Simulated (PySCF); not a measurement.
Optical rotation: `CC=C=C=C=C(C)Br`, C$_{7}$H$_{7}$Br

Molfile (atoms numbered from 1):
```
C7H7Br
     RDKit          3D

 15 14  0  0  0  0  0  0  0  0999 V2000
   -3.6155    0.4776   -0.2389 C   0  0  0  0  0  0  0  0  0  0  0  0
   -2.6131   -0.3721    0.4754 C   0  0  0  0  0  0  0  0  0  0  0  0
   -1.3043   -0.2189    0.4201 C   0  0  0  0  0  0  0  0  0  0  0  0
   -0.0325   -0.0671    0.3657 C   0  0  0  0  0  0  0  0  0  0  0  0
    1.2411    0.0707    0.3070 C   0  0  0  0  0  0  0  0  0  0  0  0
    2.5473    0.2102    0.2587 C   0  0  0  0  0  0  0  0  0  0  0  0
    3.4834   -0.4304   -0.7101 C   0  0  0  0  0  0  0  0  0  0  0  0
    3.3875    1.3418    1.5476 Br  0  0  0  0  0  0  0  0  0  0  0  0
   -4.3127    0.9391    0.4799 H   0  0  0  0  0  0  0  0  0  0  0  0
   -4.2250   -0.1362   -0.9229 H   0  0  0  0  0  0  0  0  0  0  0  0
   -3.1320    1.2742   -0.8195 H   0  0  0  0  0  0  0  0  0  0  0  0
   -3.0037   -1.1916    1.0960 H   0  0  0  0  0  0  0  0  0  0  0  0
    4.0524    0.3346   -1.2618 H   0  0  0  0  0  0  0  0  0  0  0  0
    4.2119   -1.0650   -0.1808 H   0  0  0  0  0  0  0  0  0  0  0  0
    2.9244   -1.0480   -1.4263 H   0  0  0  0  0  0  0  0  0  0  0  0
  1  2  1  0
  2  3  2  0
  3  4  2  0
  4  5  2  0
  5  6  2  0
  6  7  1  0
  6  8  1  0
  1  9  1  0
  1 10  1  0
  1 11  1  0
  2 12  1  0
  7 13  1  0
  7 14  1  0
  7 15  1  0
M  END
```

Theory: PySCF 2.14.0, TDDFT CAM-B3LYP/aug-cc-pVDZ circular dichroism and optical rotation, one conformer, gas phase. Geometry: PBE0-D3(BJ)/def2-SVP.

The calculation is non-relativistic, which matters for the atoms heavier than Zn. No stereocentre is labelled: unless the shape is locked (an allene, a helicene, a hindered biaryl), the mirror image is equally populated and a measured rotation or CD is zero.

(1) What is the specific rotation at 633, 589.3, 546, 436 nm?

Answers

(1) [α] in deg dm⁻¹ (g/mL)⁻¹:
```csv
λ (nm),origin-invariant length gauge,modified velocity gauge,length gauge (centre of mass),isotropic polarisability (au)
633,+165.1,+162.6,+161.3,153.8
589.3,+197.5,+194.4,+193.0,155.7
546,+240.9,+236.9,+235.4,158.1
436,+460.1,+449.4,+449.7,169.2
```

The shortest wavelength is close to the first absorption, where this undamped response comes out too large.

Task: And for the mirror image at 589.3 nm?

Result: -197.5 deg dm⁻¹ (g/mL)⁻¹ (origin-invariant length gauge): the same size and the opposite sign.

Task: What is the molar rotation [Φ] = [α]·M/100 of the geometry above at 589.3 nm?

Result: With M = 171.04 g/mol, +337.8 deg cm² dmol⁻¹ (origin-invariant length gauge).

The first excitation lies at 3.36 eV (369 nm) with R = 0.0 × 10⁻⁴⁰ esu² cm² (velocity form).
